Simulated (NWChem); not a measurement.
System: C₂H₂ClF; SMILES C=C(F)Cl

Input file for NWChem:

```
start job
memory heap 200 mb stack 900 mb global 1100 mb
geometry units angstroms noautoz
  C     -1.185274     1.151332     0.000000
  C     -0.059255     0.448966     0.000000
  F      1.135441     1.007256     0.000000
  Cl     0.030311    -1.266138     0.000000
  H     -2.151289     0.650832     0.000000
  H     -1.132243     2.240633     0.000000
end
basis spherical
  * library def2-tzvp
end
dft
  xc xpbe96 cpbe96
  iterations 150
  mulliken
end
task dft energy
```

Parts of the log:

```
             Northwest Computational Chemistry Package (NWChem) 7.3.0
             --------------------------------------------------------

 CS  symmetry detected

                             Geometry "geometry" -> ""
                             -------------------------

 Output coordinates in angstroms (scale by  1.889725989 to convert to a.u.)

  No.       Tag          Charge          X              Y              Z
 ---- ---------------- ---------- -------------- -------------- --------------
    1 C                    6.0000    -1.18239838     1.15300933     0.00000000
    2 C                    6.0000    -0.05788480     0.44823561     0.00000000
    3 F                    9.0000     1.13800303     1.00396805     0.00000000
    4 Cl                  17.0000     0.02801121    -1.26705611     0.00000000
    5 H                    1.0000    -2.14948208     0.65457744     0.00000000
    6 H                    1.0000    -1.12703674     2.24219436     0.00000000

 Effective nuclear repulsion energy (a.u.)     149.6785149456

      Symmetry information
      --------------------

 Group name             Cs
 Group number              2
 Group order               2
 No. of unique centers     6

  pbe96 is a nonlocal functional; adding pw91lda local functional.

                                 NWChem DFT Module
                                 -----------------

 Summary of "ao basis" -> "ao basis" (spherical)
 ------------------------------------------------------------------------------
       Tag                 Description            Shells   Functions and Types
 ---------------- ------------------------------  ------  ---------------------
 C                         def2-tzvp                11       31   5s3p2d1f
 F                         def2-tzvp                11       31   5s3p2d1f
 Cl                        def2-tzvp                13       37   5s5p2d1f
 H                         def2-tzvp                 4        6   3s1p

      Symmetry analysis of basis
      --------------------------

        a'         98
        a"         44

            General Information
            -------------------
          SCF calculation type: DFT
          Wavefunction type:  closed shell.
          No. of atoms     :     6
          No. of electrons :    40
           Alpha electrons :    20
            Beta electrons :    20
          Charge           :     0
          Spin multiplicity:     1
          Use of symmetry is: on ; symmetry adaption is: on
          Maximum number of iterations: 150
          AO basis - number of functions:   142
                     number of shells:    54
          Convergence on energy requested:  1.00D-06
          Convergence on density requested:  1.00D-05
          Convergence on gradient requested:  5.00D-04

              XC Information
              --------------
          PerdewBurkeErnzerhof Exchange Functional  1.000
            Perdew 1991 LDA Correlation Functional  1.000 local
           PerdewBurkeErnz. Correlation Functional  1.000 non-local

             Grid Information
             ----------------
          Grid used for XC integration:  medium
          Radial quadrature: Mura-Knowles
          Angular quadrature: Lebedev.
          Tag              B.-S. Rad. Rad. Pts. Rad. Cut. Ang. Pts.
          ---              ---------- --------- --------- ---------
          C                   0.70       49           9.0       434
          F                   0.50       49          10.0       434
          Cl                  1.00       88          11.0       590
          H                   0.35       45          10.0       434
          Grid pruning is: on
          Number of quadrature shells:   325
          Spatial weights used:  Erf1

      Superposition of Atomic Density Guess
      -------------------------------------

 Sum of atomic energies:        -635.23804178

      Non-variational initial energy
      ------------------------------

 Total energy =    -636.795961
 1-e energy   =   -1173.644049
 2-e energy   =     387.169573
 HOMO         =      -0.279180
 LUMO         =       0.058632

      Symmetry analysis of molecular orbitals - initial
      -------------------------------------------------

  Numbering of irreducible representations:

     1 a'          2 a"

  Orbital symmetries:

     1 a'          2 a'          3 a'          4 a'          5 a'
     6 a'          7 a'          8 a"          9 a'         10 a'
    11 a'         12 a'         13 a'         14 a"         15 a'
    16 a'         17 a'         18 a"         19 a'         20 a"
    21 a"         22 a'         23 a'         24 a'         25 a'
    26 a'         27 a'         28 a"         29 a'         30 a"

     ---------------------------------------------
      Total Density - Mulliken Population Analysis
     ---------------------------------------------

    Atom       Charge   Shell Charges
 -----------   ------   -------------------------------------------------------
    1 C    6     6.64   0.86  1.12  0.57  0.66  0.12  1.32  1.42  0.54  0.01  0.02  0.01
    2 C    6     5.24   0.85  1.12  0.51  0.55  0.05  0.87  0.93  0.15  0.04  0.14  0.02
    3 F    9     9.32   0.77  1.20  0.61  1.00  0.31  2.31  2.29  0.82  0.00  0.01  0.00
    4 Cl  17    17.17   2.01  0.45  1.52  1.10  0.81  4.19  1.69  1.09  2.84  1.42  0.01  0.03  0.00
    5 H    1     0.81   0.23  0.44  0.12  0.02
    6 H    1     0.82   0.23  0.44  0.12  0.02

[...]
```

Level: PBE/def2-TZVP. Structure relaxed at the PBE0/def2-SVP level.
